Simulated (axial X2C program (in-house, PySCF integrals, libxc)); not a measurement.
**What spin–orbit coupling does to YI**

Computed with an in-house all-electron X2C program for linear molecules (integrals from PySCF). Spin-free means the one-electron spin-free X2C Hamiltonian; two-component (2c) means X2C with spin–orbit coupling and atomic mean-field two-electron Coulomb and Gaunt terms, so the difference of the two also holds small scalar two-electron terms. Basis: I dyall-cv3z [11s12p8d4f1g], Y dyall-cv3z [11s12p9d6f3g] (cores contracted in-house); Gaussian nuclei, density fitting, unrestricted open shells. Masses: I 126.904 u, Y 88.906 u.

Spin-free state: M_S = 0, Λ = 0 (closed shell); fragments I + Y.

```tsv
level	Re (Å)	ωe (cm⁻¹)	De (eV)	μ (D)
PBE0	2.760	215.5	3.930	2.59
HF	2.861	199.7	3.058	3.16
MP2	2.823	208.4	4.100	n/a
CCSD	2.836	206.8	3.966	n/a
CCSD(T)	2.832	207.8	4.058	n/a
BP86	2.766	210.8	3.961	2.33
```

Correlated methods: 10 electrons correlated (number of frozen shells: I 4 s, 3 p, 2 d; Y 4 s, 3 p, 1 d), 358 virtual spin orbitals or spinors in MP2, 90 natural virtuals in coupled cluster.

Dipoles are positive if Y is the positive end.

Two-component determinant lowest at the distance of the search:

Ω = 0 (closed shell); fragments I + Y.

```tsv
level	Re (Å)	ωe (cm⁻¹)	μ (D)
PBE0	2.762	214.6	2.55
HF	2.862	199.1	3.14
MP2	2.824	207.9	n/a
CCSD	2.838	206.2	n/a
CCSD(T)	2.833	207.2	n/a
BP86	2.768	209.6	2.29
```

(1) From the two tables, how do the constants change at the CCSD(T) level (2c against spin-free)?

One determinant describes the state; a PBE0 search over occupations chose it and may have missed a lower one. The closed shell is kept restricted, so the energy runs too high when the bond is stretched far. De is counted from the lowest determinant-based energies of the atoms at the same level, without counterpoise correction. De is not given where an atomic determinant may have missed its ground term or J level, or where the truncated virtual space spoils (T). Coupled cluster ran in a truncated set of natural virtual spinors; the MP2 energy of the rest was added. (T) has no such correction and the atoms are truncated less, which lowers De at CCSD(T) by a hundredth of an eV or more. Other states lie close and PBE0, whose exact exchange favours high spin, may order them wrongly; the determinant shown need not be the ground state. The nearest other spin-free determinant of the search, M_S = 1, Λ = 2, lies 0.40 eV up at the distance of the search. The functionals have no current-density term, which raises determinants with orbital currents, atoms included. The outer-core s and p shells of the metal are frozen in the correlated rows, which leaves out core–valence correlation; for alkali and alkaline-earth bonds that tends to lengthen them. With the outer-core shells frozen, correlated bond lengths of heavy atoms tend to come out a few hundredths of an ångström too long.

Results:

(1) At the CCSD(T) level Re increases by 0.001 Å and ωe falls by 0.6 cm⁻¹.
